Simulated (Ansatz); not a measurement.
NaSn6⁻. The state is a singlet with charge -1. Geometry r2SCAN-D4/def2-SVPD; atoms count from 1.

Cartesian coordinates in Å:
```
Na -2.362 1.261 -1.711
Sn 0.691 1.187 -1.335
Sn 1.979 -1.407 -0.547
Sn 0.101 -1.604 1.901
Sn -1.194 0.990 1.124
Sn 1.789 0.946 1.448
Sn -1.004 -1.373 -0.881
```

In the def2 sets Sn takes a core potential; there is no spin–orbit coupling. Another isomer (singlet) lies 0.10 eV lower at PBE0-D4/def2-TZVPD; other spin states weren't run for this one.

Estimate the Mulliken populations from the PBE0/def2-TZVPD orbitals of Ansatz.


| atom | charge (e) |
| --- | --- |
| Na1 | 0.04 |
| Sn2 | -0.10 |
| Sn3 | -0.25 |
| Sn4 | -0.25 |
| Sn5 | -0.10 |
| Sn6 | -0.25 |
| Sn7 | -0.10 |
Mulliken values and Mayer orders depend strongly on the basis. With diffuse functions, as here, like atoms can get unlike values, and bond orders can come out too low or too high.

And the Mayer bond orders between bonded heavy atoms (over 0.3)?

Na1–Sn2 0.36 (3.08 Å); Na1–Sn5 0.36 (3.08 Å); Na1–Sn7 0.36 (3.08 Å); Sn2–Sn3 0.59 (3.00 Å); Sn2–Sn5 0.49 (3.10 Å); Sn2–Sn6 0.59 (3.00 Å); Sn2–Sn7 0.49 (3.10 Å); Sn3–Sn4 0.57 (3.09 Å); Sn3–Sn6 0.57 (3.09 Å); Sn3–Sn7 0.59 (3.00 Å); Sn4–Sn5 0.59 (3.00 Å); Sn4–Sn6 0.57 (3.09 Å); Sn4–Sn7 0.59 (3.00 Å); Sn5–Sn6 0.59 (3.00 Å); Sn5–Sn7 0.49 (3.10 Å).
